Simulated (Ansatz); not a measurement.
Ansatz results at the PBE0-D4/def2-TZVP geometry: HOMO energy (ωB97M-V/def2-TZVPP) -10.19 eV; HOMO energy (PBE/def2-TZVPP) -6.68 eV; LUMO energy (PBE/def2-TZVPP) -1.35 eV.

Each molecule was computed in one conformer, which needn't be the lowest.

(1) Which molecule gave them?
A. `C[SiH](N)BF`
B. `O[CH2][Zn][F]`
C. `BN[SiH](F)F`
D. `NB([SiH3])CF`

## Answers

(1) D. The others give `O[CH2][Zn][F]`: -9.55, -5.98, -1.52; `C[SiH](N)BF`: -9.46, -5.78, -2.44; `BN[SiH](F)F`: -11.77, -7.96, -1.58.
